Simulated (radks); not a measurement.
Ionisation of the potassium ion K+, [Ar], to [Ne] 3s2 3p5 as the strength of local exchange is varied. Method: scalar-relativistic Kohn-Sham, Slater X-alpha exchange (alpha = 2/3 is LDA exchange), no correlation, spin-polarised, spherical densities, finite nucleus; Fermi nuclear charge, rms radius 3.4349 fm; computed with a radial shooting solver on a logarithmic mesh with Libxc functionals.

alpha  E(K+) (hartree)  exchange (hartree)  IE (eV)  -e of the level emptied (eV)  <r> of it (bohr)
0.585       -595.23757           -26.33513   28.654                   22.058 (3p)             1.457
0.667       -598.93989           -30.18369   30.126                   23.474 (3p)             1.435
0.752       -602.79807           -34.21366   31.690                   24.983 (3p)             1.414
0.809       -605.39693           -36.93923   32.760                   26.020 (3p)             1.400
0.83        -606.35676           -37.94807   33.159                   26.406 (3p)             1.395
0.831       -606.40250           -37.99617   33.178                   26.425 (3p)             1.395
0.969       -612.74178           -44.68904   35.854                   29.029 (3p)             1.363

NIST Atomic Spectra Database: 31.625 eV (measured). The Delta-SCF value meets it near alpha = 0.75. Open shells are spherical and high-spin; term and fine-structure splittings are not resolved.
